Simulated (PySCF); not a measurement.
C5H5ClO2 (charge -1 and doublet state).
SMILES with atom numbers: `[CH3:1][C-:2]1[CH:3][O:4][C:5]([OH:6])=[C:7]1[Cl:8]` (hydrogens: H9, H10, H11 on C1; H12 on C3; H13 on O6)

Cartesian coordinates in Å at the GFN2-xTB level; atoms count from 1:
```
atom  x, y, z in Å
C1    -1.9785    0.1457    0.0382
C2    -0.5123   -0.1339    0.1135
C3     0.0921   -1.3658    0.0846
O4     1.4723   -1.2662    0.1889
C5     1.7830    0.1309    0.4124
O6     2.9355    0.5124   -0.3099
C7     0.5159    0.8056    0.1906
Cl8    0.2593    2.4884    0.5252
H9    -2.3235    0.6335    0.9523
H10   -2.5350   -0.7820   -0.0957
H11   -2.2017    0.8136   -0.7959
H12   -0.3084   -2.3521   -0.0594
H13    2.7970    0.3705   -1.2626
```

The hyperfine couplings belong to this conformer and change with its torsions.

Method used: PySCF 2.14.0, UKS B3LYP, pcH-1 on C Cl H O, non-relativistic, mean-field spin-orbit, GIAO. Whether the extra electron is bound in the gas phase wasn't checked; a finite basis holds it in any case. The geometry wasn't refined by DFT: couplings that depend on bond lengths, twists or pyramidal angles can differ widely from those at the functional's own minimum, by a factor of two or more for some ions and for spin on atoms past the first row. The SCF solution wasn't tested for stability.

The largest Mulliken spin populations are on C5 (+0.43), C3 (+0.22), C7 (+0.21) and H13 (+0.15). The positive populations add up to 1.11 and the negative ones to -0.11, together 2S = 1.

Question: Find Q in a(H) = Q·ρ(C) for the protons on the planar carbons that carry spin.

Answer: 
```csv
H,C,ρ(C),a(H) (G),a/ρ (G)
H12,C3,+0.219,-3.87,-17.7
```

One proton gives one ratio, Q = -17.7 G, and no test of linearity. In McConnell's picture π spin on carbon polarises the C–H bond and leaves opposite spin at the proton, which makes Q negative, as found here.

Couplings in gauss use g_iso = 2.0031.

The SMILES draws the unpaired electron on C3; the largest computed Mulliken spin population is on C5 (0.43 against 0.22).
